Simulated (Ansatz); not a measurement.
Reaction (ligand exchange at the Si–C bond): `C=C[Si](N)(N)Cl` + HCl → `N[Si](N)(Cl)Cl` + ethylene

Gas-phase electronic energies from Ansatz, PBE0-D4/def2-TZVP geometries. CCSD(T)/CBS is the MP2 limit (def2-TZVPP, def2-QZVPP) plus CCSD(T) − MP2 in def2-TZVPP, frozen cores. This one scheme is used for every species. Functionals use def2-TZVPP. B3LYP here is the variant with VWN-RPA as its local correlation; programs differ in this. One conformer a species, not always the lowest.

| level | ΔE (kcal/mol) |
| --- | --- |
| B3LYP-D4 | -23.6 |
| ωB97M-V | -24.0 |
| MP2/def2-TZVPP | -23.3 |
| HF/CBS(def2) | -26.5 |

**Question.** What does CCSD(T)/CBS give? (Best estimate.)

**Answer.** The calculation gave: -23.4 kcal/mol. The listed levels differ from it by -0.2, -0.6, 0.1, -3.1 kcal/mol.

Largest T1 diagnostic among the species: 0.011.

The D4 term adds +1.1 kcal/mol with B3LYP and +0.7 kcal/mol with PBE0; it sums over pairs of atoms, weighted by their polarisabilities, and B3LYP, whose exchange is more repulsive, gets the larger term. In def2-TZVPP, CCSD(T) changes the Hartree–Fock value by +4.0 kcal/mol (the triples alone add +0.4 kcal/mol) and MP2 by +3.2 kcal/mol.
